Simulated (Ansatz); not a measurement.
Calculated with Ansatz (gas phase, PBE0-D4/def2-TZVP geometries, no zero-point term in ΔE). CCSD(T)/CBS is the MP2 limit (def2-TZVPP, def2-QZVPP) plus CCSD(T) − MP2 in def2-TZVPP, frozen cores. DFT in def2-TZVPP. For Se outer-core shells are correlated without core-valence functions, which leaves a few kJ/mol of doubt a bond. Scalar relativity is left out up to krypton. One conformer a species, not always the lowest.

`O=C(O)[SeH]` + `CBO` → `CBOC(=O)O` + H₂Se  (substitution at a C–Se bond)

CCSD(T)/CBS gives +1.2 kcal/mol.

Problem. Another level gave +1.7 kcal/mol. Which?
A. HF/def2-TZVPP
B. SCS-MP2/def2-TZVPP
C. PBE/def2-TZVPP
D. ωB97X-V/def2-TZVPP

Solution. B. SCS-MP2/def2-TZVPP 1.7, HF/def2-TZVPP -6.5, PBE 3.7, ωB97X-V -0.7 kcal/mol.

Largest T1 diagnostic among the species: 0.014.

From PBE to PBE0 (25 % exact exchange), in def2-TZVPP and without D4, ΔE moves by −2.9 kcal/mol. In def2-TZVPP, CCSD(T) changes the Hartree–Fock value by +7.2 kcal/mol (the triples alone add +1.2 kcal/mol) and MP2 by +9.3 kcal/mol.
